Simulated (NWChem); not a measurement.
Molecule: BH₂O₂Br; SMILES BrB(O)O

```xyz
6

B     -0.0103     0.9582     0.0000
Br    -0.0118    -0.9797     0.0000
O     -1.1997     1.5855     0.0000
H     -1.0960     2.5446     0.0000
O      1.1532     1.6481     0.0000
H      1.9332     1.0848     0.0000
```
Atoms are numbered in this order, from 1.

Results from NWChem. Pople sets run with spherical d functions. The geometry was optimised at PBE0/def2-SVP.

**Question.** Taking PBE0/6-311G** as the yardstick, which of these has the fewest basis functions while keeping “highest occupied level (eV)” within 0.2 eV of it: PBE0/STO-3G; PBE0/3-21G; PBE0/6-31G*?

**Answer.** PBE0/6-31G*.
| level | basis functions | highest occupied level (eV) |
|---|---|---|
| PBE0/STO-3G | 35 | -5.04 |
| PBE0/3-21G | 53 | -8.01 |
| PBE0/6-31G* | 78 | -8.29 |
| PBE0/6-311G** | 110 | -8.36 |

The yardstick is one finite set, not the basis-set limit.
